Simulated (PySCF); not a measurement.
A run for PySCF: R-B3LYP/6-31G* on CH3Br (SMILES CBr) with ghost functions, monomers drawn apart or pushed together.

```python
from pyscf import gto, scf, dft, mp
from pyscf.data.elements import chemcore

mol = gto.M(
    atom='''
    C     1.01739553   -0.87553169    6.14436504
    Br    2.28684970    0.61346700    6.12304511
    H     0.28274121   -0.68978714    5.36932568
    H     0.55770248   -0.90052162    7.12597926
    H     1.57443304   -1.78490860    5.94850664
    ghost-C    0.71617614   -0.47087965    0.10971482
    ghost-C   -0.53952050    0.29996342    0.50558208
    ghost-H    0.53008685   -1.12198579   -0.74682486
    ghost-H    1.07685118   -1.09456708    0.92948241
    ghost-H    1.52698939    0.20851676   -0.15836518
    ghost-H   -0.89378254    0.92890193   -0.31341234
    ghost-H   -0.34803582    0.95023790    1.36105573
    ghost-H   -1.35569895   -0.37614513    0.77153973
    ''',
    basis='6-31g*',
    cart=True,
    charge=0, spin=0, verbose=3, max_memory=1800)
mf = dft.RKS(mol, xc='b3lyp')
mf.conv_tol = 1e-8
mf.max_cycle = 100
mf.kernel()
if not mf.converged:
    mf = mf.newton().run(mf.mo_coeff, mf.mo_occ)
```

Question: What total energy does the run end on?

Answer: -2613.7955 hartree.
